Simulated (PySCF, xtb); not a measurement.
RbCl, SMILES [Cl][Rb].

Harmonic wavenumbers (cm⁻¹) from GFN2-xTB in xtb at its own minimum, in rising order: 178.

Q: What does PBE-D3(BJ)/def2-TZVPD run with PySCF 2.14.0 give at its own minimum? (The exact figures need the calculation; the answer reports its results.)

A: 219. Paired by order, the mean absolute difference is 41 cm⁻¹ and the zero-point energies are 0.3 and 0.3 kcal/mol.
